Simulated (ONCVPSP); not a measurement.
## Which change was made? (B, ONCV)

boron, optimised norm-conserving Vanderbilt (ONCV), made with ONCVPSP 4.0.1 (LDA (Perdew-Zunger), non-relativistic). Core [He], reference 2s1 2p2. Waves: 2s: rc 1.30 bohr, ncon 4, nbas 7, qcut 4 1/bohr, 1 projector; 2p: rc 2.00 bohr, ncon 3, nbas 7, qcut 4.4 1/bohr, 1 projector. Local part: polynomial inside 1.15 bohr (lpopt 5, dvloc0 6 Ha). Core correction: Teter function, fcfact 4.75, rcfact 1.15.

Cutoffs, loose and tight: the cutoffs (Ha) at which the residual kinetic energy of the hardest occupied pseudo-wave falls to 1 and 0.1 mHa per electron. They do not see the model core or the augmentation charge, which bear on the density cutoff. Test errors are all-electron minus pseudo excitation energies from the reference, over the configurations 2s2 2p1; 2s2 2p0; 2s1 2p0; 2s1 2p1; variants that change the core or the reference have their own tests.

The base gives: outcome: generated; cutoff, loose: 23 Ha; cutoff, tight: 61 Ha; bound ghosts: none; GHOST(+) flags above zero: none; largest test error (meV): +252.

(1) After one change the result is: outcome: generated; cutoff, loose: 23 Ha; cutoff, tight: 61 Ha; bound ghosts: s; GHOST(+) flags above zero: s; largest test error (meV): +245. Which change was it?
A. s: rc 1.82
B. s: nproj 3
C. s: qcut 5.3; p: qcut 5.9

Answers

(1) B. The others give: s: qcut 5.3; p: qcut 5.9 → outcome: generated; cutoff, loose: 12 Ha; cutoff, tight: 26 Ha; bound ghosts: none; GHOST(+) flags above zero: none; largest test error (meV): +161 | s: rc 1.82 → outcome: generated; cutoff, loose: 8.7 Ha; cutoff, tight: 29 Ha; bound ghosts: none; GHOST(+) flags above zero: s; largest test error (meV): +294.
